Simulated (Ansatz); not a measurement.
Ansatz (a quantum-chemistry and plane-wave program) input file for C10H7FSSe, SMILES Fc1csc(/C=C/c2ccc[se]2)c1, PBE0-D3(BJ)/def2-SVP. 

Ansatz 0.2 input:
```yaml
crystal:
  periodic: [false, false, false]
  atoms:
    - {symbol: F, position_ang: [-5.15663588, -0.50556898, 0.34315291]}
    - {symbol: C, position_ang: [-4.12874306, 0.25438167, -0.06678385]}
    - {symbol: C, position_ang: [-4.30188750, 1.45243211, -0.69032530]}
    - {symbol: S, position_ang: [-2.78640398, 2.15245498, -1.07519819]}
    - {symbol: C, position_ang: [-1.91596979, 0.80716584, -0.38403136]}
    - {symbol: C, position_ang: [-0.48834707, 0.82118624, -0.41174900]}
    - {symbol: C, position_ang: [0.30026112, -0.15562894, 0.08095769]}
    - {symbol: C, position_ang: [1.72916428, -0.14969076, 0.05441070]}
    - {symbol: C, position_ang: [2.58882233, 0.79829465, -0.44841188]}
    - {symbol: C, position_ang: [3.95693503, 0.49791705, -0.31841480]}
    - {symbol: C, position_ang: [4.22984237, -0.69036181, 0.28776129]}
    - {symbol: Se, position_ang: [2.69558617, -1.59613854, 0.78169885]}
    - {symbol: C, position_ang: [-2.78913175, -0.12811746, 0.11579415]}
    - {symbol: H, position_ang: [-5.21876220, 1.94675029, -0.93702752]}
    - {symbol: H, position_ang: [-0.04384098, 1.69320519, -0.86970641]}
    - {symbol: H, position_ang: [-0.15681393, -1.02476823, 0.53703735]}
    - {symbol: H, position_ang: [2.24379406, 1.70739374, -0.90964223]}
    - {symbol: H, position_ang: [4.73009820, 1.15935334, -0.67242161]}
    - {symbol: H, position_ang: [5.20399732, -1.10163125, 0.48163453]}
    - {symbol: H, position_ang: [-2.50189201, -1.04622335, 0.59191344]}
basis:
  gaussian:
    orbitals: def2-SVP
hamiltonian:
  xc: pbe0
  dispersion: d3bj
relax: {f_tol: 0.004, max_steps: 200}
```

Program output:

```
WARN ansatz: RAYON_NUM_THREADS=4 ignored (pool sized by the plan → 4); use --threads N
Functional definition: PBE0
integrals: 0.45 GiB planned
2696 factors; integrals over basis functions are off by at most 3.7e-4 eV
mean field: 2.48 GiB planned
mean field evaluation 1: about -89317.9474 eV, gradient 8.3e1 eV
mean field evaluation 2: about -89295.0178 eV, gradient 1.2e2 eV
mean field evaluation 4: about -89336.4682 eV, gradient 1.4e1 eV
mean field evaluation 8: about -89337.0830 eV, gradient 4.0e-1 eV
mean field evaluation 16: about -89337.0835 eV, gradient 2.7e-4 eV
mean field -89337.08346775 eV, -3283.0772625896 hartree, gradient 6.3e-5 eV, S^2 0.000000; 0 other end points of the search recorded, 0 dependent functions left out
the calculation of the forces begins
reference -89337.08350055 eV, -3283.0772637950 hartree; 63, 63 occupied and 176, 176 virtual orbitals, 2696 factors
relax step   1: F+E_penalty+E_count = -89337.71753603 eV  Δ(F+E_penalty+E_count) = +0.000e0 eV  max|allowed force component| = 7.728e-1 eV/Å  Δτ_max = 0.0000 Å  (30 SCF iters, accepted)
these checks for a lower state are left out or cut short: starts, cluster_reference, orbital_swaps, neighbouring_geometries, increment
integrals: 0.45 GiB planned
2696 factors; integrals over basis functions are off by at most 3.6e-4 eV
mean field: 2.48 GiB planned
mean field -89337.14710097 eV, -3283.0796010674 hartree, gradient 1.6e-5 eV, S^2 0.000000; 0 other end points of the search recorded, 0 dependent functions left out
the calculation of the forces begins
reference -89337.14713397 eV, -3283.0796022803 hartree; 63, 63 occupied and 176, 176 virtual orbitals, 2696 factors
relax step   2: F+E_penalty+E_count = -89337.77829689 eV  Δ(F+E_penalty+E_count) = -6.076e-2 eV  max|allowed force component| = 3.615e-1 eV/Å  Δτ_max = 0.0476 Å  (35 SCF iters, accepted)
these checks for a lower state are left out or cut short: starts, cluster_reference, orbital_swaps, neighbouring_geometries, increment
integrals: 0.45 GiB planned
2696 factors; integrals over basis functions are off by at most 3.5e-4 eV
mean field: 2.48 GiB planned
mean field evaluation 32: about -89337.1537 eV, gradient 1.6e-5 eV
mean field -89337.15374495 eV, -3283.0798452293 hartree, gradient 1.6e-5 eV, S^2 0.000000; 0 other end points of the search recorded, 0 dependent functions left out
the calculation of the forces begins
reference -89337.15377804 eV, -3283.0798464454 hartree; 63, 63 occupied and 176, 176 virtual orbitals, 2696 factors
relax step   3: F+E_penalty+E_count = -89337.78463480 eV  Δ(F+E_penalty+E_count) = -6.338e-3 eV  max|allowed force component| = 8.075e-2 eV/Å  Δτ_max = 0.0152 Å  (35 SCF iters, accepted)
these checks for a lower state are left out or cut short: starts, cluster_reference, orbital_swaps, neighbouring_geometries, increment
integrals: 0.45 GiB planned
2696 factors; integrals over basis functions are off by at most 3.5e-4 eV
mean field: 2.48 GiB planned
mean field -89337.15414768 eV, -3283.0798600291 hartree, gradient 1.8e-5 eV, S^2 0.000000; 0 other end points of the search recorded, 0 dependent functions left out
the calculation of the forces begins
reference -89337.15418076 eV, -3283.0798612450 hartree; 63, 63 occupied and 176, 176 virtual orbitals, 2696 factors
relax step   4: F+E_penalty+E_count = -89337.78502872 eV  Δ(F+E_penalty+E_count) = -3.939e-4 eV  max|allowed force component| = 2.675e-2 eV/Å  Δτ_max = 0.0031 Å  (28 SCF iters, accepted)
these checks for a lower state are left out or cut short: starts, cluster_reference, orbital_swaps, neighbouring_geometries, increment
integrals: 0.45 GiB planned
2696 factors; integrals over basis functions are off by at most 3.5e-4 eV
mean field: 2.48 GiB planned
mean field -89337.15418667 eV, -3283.0798614620 hartree, gradient 1.7e-5 eV, S^2 0.000000; 0 other end points of the search recorded, 0 dependent functions left out
the calculation of the forces begins
reference -89337.15421975 eV, -3283.0798626777 hartree; 63, 63 occupied and 176, 176 virtual orbitals, 2696 factors
relax step   5: F+E_penalty+E_count = -89337.78510009 eV  Δ(F+E_penalty+E_count) = -7.137e-5 eV  max|allowed force component| = 1.349e-2 eV/Å  Δτ_max = 0.0033 Å  (27 SCF iters, accepted)
these checks for a lower state are left out or cut short: starts, cluster_reference, orbital_swaps, neighbouring_geometries, increment
integrals: 0.45 GiB planned
2696 factors; integrals over basis functions are off by at most 3.5e-4 eV
mean field: 2.48 GiB planned
mean field -89337.15416973 eV, -3283.0798608394 hartree, gradient 4.1e-5 eV, S^2 0.000000; 0 other end points of the search recorded, 0 dependent functions left out
the calculation of the forces begins
reference -89337.15420281 eV, -3283.0798620551 hartree; 63, 63 occupied and 176, 176 virtual orbitals, 2696 factors
relax step   6: F+E_penalty+E_count = -89337.78510775 eV  Δ(F+E_penalty+E_count) = -7.662e-6 eV  max|allowed force component| = 2.606e-3 eV/Å  Δτ_max = 0.0009 Å  (22 SCF iters, accepted)
integrals: 0.45 GiB planned
2696 factors; integrals over basis functions are off by at most 3.5e-4 eV
mean field: 2.48 GiB planned
mean field evaluation 64: about -89337.1542 eV, gradient 1.4e-3 eV
mean field -89337.15416973 eV, -3283.0798608394 hartree, gradient 4.1e-5 eV, S^2 0.000000; 1 other end points of the search recorded, 0 dependent functions left out
the calculation of the forces begins
reference -89337.15420281 eV, -3283.0798620551 hartree; 63, 63 occupied and 176, 176 virtual orbitals, 2696 factors
Total energy: -89337.78514083 eV, -3283.1030486000 hartree
Atom 0 at    -5.177420    -0.500982     0.344693 Å, force    -0.000355    -0.000062     0.000032 eV/Å
Atom 1 at    -4.165509     0.252275    -0.063406 Å, force     0.002606     0.001644    -0.000722 eV/Å
Atom 2 at    -4.333709     1.460123    -0.690558 Å, force    -0.001719     0.000097     0.000218 eV/Å
Atom 3 at    -2.808720     2.144053    -1.070115 Å, force    -0.000359     0.000226    -0.000322 eV/Å
Atom 4 at    -1.941356     0.805757    -0.385646 Å, force    -0.000786    -0.001051     0.000927 eV/Å
Atom 5 at    -0.497855     0.821260    -0.416117 Å, force     0.001073     0.000486    -0.000414 eV/Å
Atom 6 at     0.303164    -0.151800     0.075304 Å, force     0.000570     0.000266     0.000851 eV/Å
Atom 7 at     1.747166    -0.141220     0.047484 Å, force    -0.000012     0.000688     0.000145 eV/Å
Atom 8 at     2.618479     0.804821    -0.453312 Å, force     0.001334    -0.000473     0.000270 eV/Å
Atom 9 at     3.997016     0.495638    -0.316001 Å, force    -0.000588     0.000577    -0.000785 eV/Å
Atom 10 at     4.263303    -0.700748     0.295648 Å, force    -0.000468    -0.000033     0.001547 eV/Å
Atom 11 at     2.707668    -1.576871     0.771697 Å, force    -0.000415    -0.001005    -0.000438 eV/Å
Atom 12 at    -2.819177    -0.135568     0.118491 Å, force    -0.000095    -0.000590    -0.000044 eV/Å
Atom 13 at    -5.269017     1.957951    -0.935886 Å, force    -0.000657    -0.000402     0.000303 eV/Å
Atom 14 at    -0.040265     1.701188    -0.879241 Å, force    -0.000275     0.000112    -0.000514 eV/Å
Atom 15 at    -0.166197    -1.027232     0.535707 Å, force    -0.000552    -0.000098    -0.000454 eV/Å
Atom 16 at     2.270139     1.727105    -0.922279 Å, force    -0.001137    -0.000116    -0.000217 eV/Å
Atom 17 at     4.788619     1.159268    -0.670106 Å, force     0.000832    -0.000328     0.000096 eV/Å
Atom 18 at     5.240442    -1.134731     0.503833 Å, force     0.000237     0.000091    -0.000331 eV/Å
Atom 19 at    -2.526698    -1.067879     0.600461 Å, force     0.000766    -0.000030    -0.000148 eV/Å
Dipole moment:     0.308519     0.096406    -0.054758 e Å
```

The run converged.
